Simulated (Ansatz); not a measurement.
All numbers were calculated with Ansatz.

Basis-set series for C3H10OSi (`CC(C)(O)[SiH3]`). Charge 0, multiplicity 1. The structure was optimised at the PBE0-D4/def2-TZVP level. It is one conformer, not always the lowest.

| functional | basis | functions | energy (Eh) | HOMO (eV) | LUMO (eV) |
| --- | --- | --- | --- | --- | --- |
| PBE0-D4 | def2-TZVPP | 306 | -484.78545 | -8.02 | 0.61 |
| PBE0-D4 | def2-QZVPP | 598 | -484.80664 | -8.06 | 0.32 |
| ωB97M-V | def2-TZVPP | 306 | -485.00712 | -10.28 | 2.14 |
| ωB97M-V | def2-QZVPP | 598 | -485.02740 | -10.30 | 1.55 |

Q: Give the rows for def2-SVP. (Best estimate.)

A: The calculation gave: 
```json
{"functional": "PBE0-D4", "basis": "def2-SVP", "functions": "124", "energy (Eh)": "-484.46223", "HOMO (eV)": "-7.81", "LUMO (eV)": "1.09"}
{"functional": "ωB97M-V", "basis": "def2-SVP", "functions": "124", "energy (Eh)": "-484.67132", "HOMO (eV)": "-10.19", "LUMO (eV)": "2.84"}
```

Positive LUMOs are unbound and depend on the basis.
